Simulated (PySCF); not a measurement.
SrCl2, SMILES [Cl][Sr][Cl].

The structure is a stationary point at B3LYP-D3(BJ)/def2-TZVP. The isomer is the one that the SMILES or the coordinates give; other isomers of the formula were not compared. The def2 effective core potentials stand for the cores of Sr; spin–orbit coupling is left out.

The numbers are results of PBE/def2-TZVPD run with PySCF, not measurements.

Isolated molecule, no solvent.

```yaml
total_energy: -950.93694 hartree
point_group: C2v
highest_occupied_level: -6.60 eV
lowest_empty_level: -2.83 eV
orbital_gap: 3.77 eV
dipole_moment: 4.91 D
quadrupole, principal values (traceless, Buckingham form, about the centre of nuclear charge): -33.66, 16.46, 17.20 D·Å
mean_static_polarisability: 66.8 bohr³ (9.89 Å³)
polarisability_principal_values: 53.9, 55.7, 90.7 bohr³
```
